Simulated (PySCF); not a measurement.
F5Sb, triplet, at the geometry of the source list (a higher spin typed on purpose: for a closed-shell molecule this is an excited state) (core potentials on Sb), with bond 3-1 at 1.6 times its length. Base run: DF-PBE0/def2-SVP in PySCF.

PySCF was given this input:
```python
from pyscf import gto, scf, dft

mol = gto.M(
    atom='''
Sb    0.000000    0.000000    0.000000
F     1.280200   -0.772400    1.174400
F    -2.048320    1.235840   -1.879040
F     0.222500    1.679800    0.862300
F     1.090700   -0.456100   -1.488900
F    -1.313200   -1.223700    0.626700
''',
    basis='def2-svp',
    ecp={'Sb': 'def2-svp'},
    charge=0,
    spin=2,
    verbose=4,
)

mf = dft.UKS(mol)
mf.xc = 'pbe0'
mf = mf.density_fit(auxbasis='def2-universal-jkfit')
mf.kernel()
```

Variants of this job, named by their change:

```json
[
 {"change": "base", "ΔE vs base (mEh)": "0.000", "SCF cycles": "13", "<S^2>": "2.007", "outcome": "converged"},
 {"change": "conv_tol = 1e-11", "ΔE vs base (mEh)": "0.000", "SCF cycles": "21", "<S^2>": "2.007", "outcome": "converged"},
 {"change": "conv_tol = 1e-12", "ΔE vs base (mEh)": "0.000", "SCF cycles": "22", "<S^2>": "2.007", "outcome": "converged"},
 {"change": "conv_tol = 1e-6", "ΔE vs base (mEh)": "0.000", "SCF cycles": "10", "<S^2>": "2.007", "outcome": "converged"},
 {"change": "level_shift = 1.0 (with mf.max_cycle = 100)", "ΔE vs base (mEh)": "0.000", "SCF cycles": "46", "<S^2>": "2.007", "outcome": "converged"},
 {"change": "DIIS = EDIIS", "ΔE vs base (mEh)": "-", "SCF cycles": "50", "<S^2>": "-", "outcome": "not converged"},
 {"change": "level_shift = 0.5 (with mf.max_cycle = 100)", "ΔE vs base (mEh)": "0.000", "SCF cycles": "28", "<S^2>": "2.007", "outcome": "converged"},
 {"change": "DIIS = ADIIS", "ΔE vs base (mEh)": "0.000", "SCF cycles": "18", "<S^2>": "2.007", "outcome": "converged"},
 {"change": "diis = off (with mf.max_cycle = 100)", "ΔE vs base (mEh)": "-", "SCF cycles": "100", "<S^2>": "-", "outcome": "not converged"},
 {"change": "diis_space = 12", "ΔE vs base (mEh)": "0.000", "SCF cycles": "13", "<S^2>": "2.007", "outcome": "converged"},
 {"change": "conv_tol_grad = 1e-3", "ΔE vs base (mEh)": "0.000", "SCF cycles": "13", "<S^2>": "2.007", "outcome": "converged"},
 {"change": "conv_tol = 1e-7", "ΔE vs base (mEh)": "0.000", "SCF cycles": "11", "<S^2>": "2.007", "outcome": "converged"},
 {"change": "diis = off; damp = 0.3 (with mf.diis_start_cycle = 200; with mf.max_cycle = 150)", "ΔE vs base (mEh)": "-", "SCF cycles": "150", "<S^2>": "-", "outcome": "not converged"}
]
```

Open shells are given as the SCF converged; they aren't shown to be the lowest states, and a large step between rows can be another state.
